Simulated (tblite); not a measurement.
Species: C₉H₁₇FSi.
Atom-mapped SMILES: `[F:1][CH2:2][C:3]1([SiH:4]2[CH2:5][CH2:6][CH2:7][CH2:8][CH2:9]2)[CH2:10][CH2:11]1` (hydrogens: H12, H13 on C2; H14 on Si4; H15, H16 on C5; H17, H18 on C6; H19, H20 on C7; H21, H22 on C8; H23, H24 on C9; H25, H26 on C10; H27, H28 on C11)

Computed with GFN2-xTB (tblite), gas phase: L-BFGS steps from a force-field or distance-geometry start until the largest atomic force falls under 0.01 eV/Å.

Step 0: E = -934.0347 eV
```
atom  x, y, z in Å  |  force x, y, z in eV/Å
F1     -2.2865   -2.3633   -0.7628   -0.582   0.615   0.007
C2     -2.7006   -1.0815   -1.1376    1.295   0.497  -0.439
C3     -1.8822   -0.0477   -0.3630   -1.417  -0.093   0.479
Si4    -0.0747   -0.1567   -0.6952    0.286  -1.095  -0.050
C5      0.8435    1.4124   -0.4212   -2.430   2.281  -0.342
C6      2.1910    1.3379    0.1233    1.981   2.960   0.661
C7      2.8400    0.0526    0.4065    3.134  -0.624   1.175
C8      2.1570   -1.2140    0.1738   -1.066  -3.151  -1.018
C9      0.7068   -1.2912    0.6127   -0.532   1.678  -0.182
C10    -2.2311    0.1205    1.1219    0.120  -0.445  -0.730
C11    -2.5313    1.2106    0.1253   -0.751   0.375   0.702
H12    -2.3442   -0.9927   -2.1938   -0.767  -0.128   0.419
H13    -3.7876   -0.9596   -1.0286    0.351  -0.348   0.012
H14     0.2154   -0.6166   -2.0401   -0.090  -0.222  -0.475
H15     0.2098    2.0246    0.2909    0.500  -0.453  -0.645
H16     0.8533    2.0294   -1.3387   -0.145  -0.283   0.257
H17     2.8697    1.9278   -0.5545   -0.414  -0.453   0.400
H18     2.2310    1.9451    1.0675   -0.091  -0.367  -0.541
H19     3.7989    0.0096   -0.1725   -0.482  -0.054   0.332
H20     3.1942    0.0520    1.4752   -0.347  -0.006  -0.635
H21     2.6477   -2.0483    0.6951    0.512   0.268  -0.151
H22     2.1283   -1.5141   -0.9150    0.476   0.352   0.835
H23     0.2957   -2.2881    0.6038    0.139  -0.143   0.336
H24     0.5806   -0.7575    1.5766    0.123  -0.867  -0.171
H25    -1.3567    0.2950    1.7572   -0.808  -0.318   0.083
H26    -3.0245   -0.6000    1.4325    0.785   1.122   0.192
H27    -1.9491    2.1622    0.1889   -0.567  -1.060  -0.156
H28    -3.6154    1.3789   -0.0142    0.786  -0.041  -0.355
```

Step 1: E = -934.6111 eV
```
atom  x, y, z in Å  |  force x, y, z in eV/Å
F1     -2.2948   -2.3545   -0.7627   -0.367   0.395   0.042
C2     -2.6821   -1.0744   -1.1438    0.089   0.321   0.005
C3     -1.9024   -0.0490   -0.3562   -0.158   0.070   0.052
Si4    -0.0706   -0.1724   -0.6959   -0.240  -0.092  -0.204
C5      0.8088    1.4450   -0.4261   -0.088   0.567   0.150
C6      2.2193    1.3802    0.1327    0.125   0.284   0.067
C7      2.8847    0.0437    0.4232    0.175  -0.461  -0.024
C8      2.1418   -1.2590    0.1593    0.046  -0.276   0.091
C9      0.6992   -1.2672    0.6101   -0.357   0.074  -0.233
C10    -2.2294    0.1141    1.1115    0.074  -0.178  -0.304
C11    -2.5421    1.2159    0.1354   -0.345  -0.093   0.498
H12    -2.3552   -0.9946   -2.1878   -0.470  -0.036  -0.065
H13    -3.7826   -0.9646   -1.0284    0.564  -0.315  -0.066
H14     0.2141   -0.6198   -2.0469   -0.083  -0.220  -0.427
H15     0.2170    2.0181    0.2817   -0.142   0.217  -0.005
H16     0.8513    2.0254   -1.3350   -0.217   0.185  -0.293
H17     2.8638    1.9214   -0.5488    0.206   0.173  -0.166
H18     2.2297    1.9398    1.0598    0.022   0.239   0.245
H19     3.7920    0.0089   -0.1677    0.361  -0.146  -0.059
H20     3.1893    0.0519    1.4661    0.040  -0.119   0.209
H21     2.6550   -2.0445    0.6929    0.514  -0.330   0.057
H22     2.1351   -1.5090   -0.9031    0.366  -0.004   0.032
H23     0.2977   -2.2902    0.6086    0.158   0.400   0.304
H24     0.5824   -0.7699    1.5742    0.134  -0.529   0.159
H25    -1.3682    0.2905    1.7584   -0.640  -0.289   0.071
H26    -3.0133   -0.5840    1.4352    0.396   0.785   0.305
H27    -1.9572    2.1470    0.1866   -0.355  -0.675  -0.104
H28    -3.6041    1.3783   -0.0192    0.190   0.056  -0.339
```

Step 2: E = -934.7101 eV
```
atom  x, y, z in Å  |  force x, y, z in eV/Å
F1     -2.3018   -2.3470   -0.7620   -0.253   0.246   0.073
C2     -2.6787   -1.0683   -1.1444   -0.024   0.199   0.012
C3     -1.9071   -0.0480   -0.3546    0.059   0.122  -0.108
Si4    -0.0742   -0.1755   -0.6994   -0.135   0.242  -0.266
C5      0.8038    1.4578   -0.4241    0.171   0.074  -0.017
C6      2.2243    1.3893    0.1348   -0.036  -0.140   0.006
C7      2.8923    0.0351    0.4246   -0.141  -0.097  -0.090
C8      2.1410   -1.2682    0.1593    0.125  -0.033   0.215
C9      0.6924   -1.2635    0.6059   -0.008  -0.017  -0.119
C10    -2.2280    0.1105    1.1054    0.062  -0.043  -0.095
C11    -2.5489    1.2149    0.1447   -0.178  -0.240   0.273
H12    -2.3642   -0.9954   -2.1882   -0.368   0.009  -0.169
H13    -3.7726   -0.9703   -1.0295    0.318  -0.221  -0.039
H14     0.2126   -0.6237   -2.0547   -0.103  -0.181  -0.327
H15     0.2153    2.0211    0.2807   -0.264   0.372   0.151
H16     0.8474    2.0280   -1.3395   -0.210   0.208  -0.250
H17     2.8666    1.9236   -0.5510    0.235   0.197  -0.160
H18     2.2299    1.9433    1.0631    0.066   0.249   0.264
H19     3.7973    0.0063   -0.1682    0.363  -0.164  -0.051
H20     3.1894    0.0499    1.4687    0.067  -0.140   0.204
H21     2.6644   -2.0496    0.6936    0.378  -0.306   0.031
H22     2.1419   -1.5086   -0.9013    0.325  -0.066  -0.063
H23     0.3005   -2.2837    0.6142    0.044   0.226   0.245
H24     0.5848   -0.7800    1.5766    0.109  -0.427   0.151
H25    -1.3801    0.2852    1.7597   -0.419  -0.230   0.135
H26    -3.0055   -0.5692    1.4406    0.098   0.491   0.360
H27    -1.9640    2.1342    0.1847   -0.196  -0.396  -0.054
H28    -3.5998    1.3792   -0.0254   -0.084   0.067  -0.315
```

**Question.** Estimate the geometry and energy of step 3. (The exact step hangs on the optimiser's Hessian estimate; all steps are aligned on step 2, rigid shifts and turns removed.)

**Answer.** E = -934.8073 eV, largest force 0.512 eV/Å
```
atom  x, y, z in Å  |  force x, y, z in eV/Å
F1     -2.3149   -2.3337   -0.7592   -0.055   0.002   0.113
C2     -2.6748   -1.0575   -1.1453   -0.068   0.006  -0.071
C3     -1.9109   -0.0438   -0.3561    0.229   0.107  -0.229
Si4    -0.0799   -0.1720   -0.7098    0.111   0.377  -0.232
C5      0.8011    1.4722   -0.4242    0.201  -0.116  -0.038
C6      2.2302    1.3963    0.1376   -0.088  -0.229  -0.055
C7      2.8987    0.0259    0.4250   -0.164   0.180  -0.046
C8      2.1422   -1.2812    0.1639    0.275   0.172   0.125
C9      0.6872   -1.2584    0.5995    0.303  -0.058  -0.013
C10    -2.2250    0.1062    1.0974   -0.034   0.011   0.148
C11    -2.5600    1.2076    0.1601   -0.112  -0.160  -0.145
H12    -2.3824   -0.9958   -2.1929   -0.217   0.061  -0.246
H13    -3.7563   -0.9813   -1.0313   -0.153  -0.037   0.027
H14     0.2083   -0.6322   -2.0704   -0.134  -0.108  -0.152
H15     0.2072    2.0334    0.2835   -0.151   0.302   0.050
H16     0.8383    2.0355   -1.3494   -0.158   0.172  -0.077
H17     2.8747    1.9300   -0.5564    0.117   0.086   0.015
H18     2.2319    1.9523    1.0721    0.107   0.108   0.058
H19     3.8107   -0.0003   -0.1694    0.153  -0.158   0.077
H20     3.1909    0.0444    1.4752    0.055  -0.134   0.046
H21     2.6826   -2.0615    0.6947    0.149  -0.182  -0.019
H22     2.1570   -1.5097   -0.9005    0.246  -0.115  -0.020
H23     0.3038   -2.2732    0.6257   -0.103  -0.024   0.114
H24     0.5898   -0.8010    1.5823    0.076  -0.235   0.117
H25    -1.4017    0.2743    1.7649    0.013  -0.098   0.275
H26    -2.9964   -0.5431    1.4554   -0.321   0.044   0.396
H27    -1.9751    2.1123    0.1815    0.028   0.004   0.019
H28    -3.5983    1.3817   -0.0395   -0.302   0.023  -0.236
```

The energy changes by -0.0971 eV. The first-order estimate −F·Δx gives -0.1547 eV and the mean of the old and new forces, exact on a quadratic surface, -0.0970 eV. The step makes an angle of 24° with the force vector and moves no atom by more than 0.031 Å.

What follows is the cost of the whole relaxation. Hardware: Intel Xeon at 2.80 GHz, 2 threads (shared host). Cost: 1.6 s wall, 3.2 s CPU.
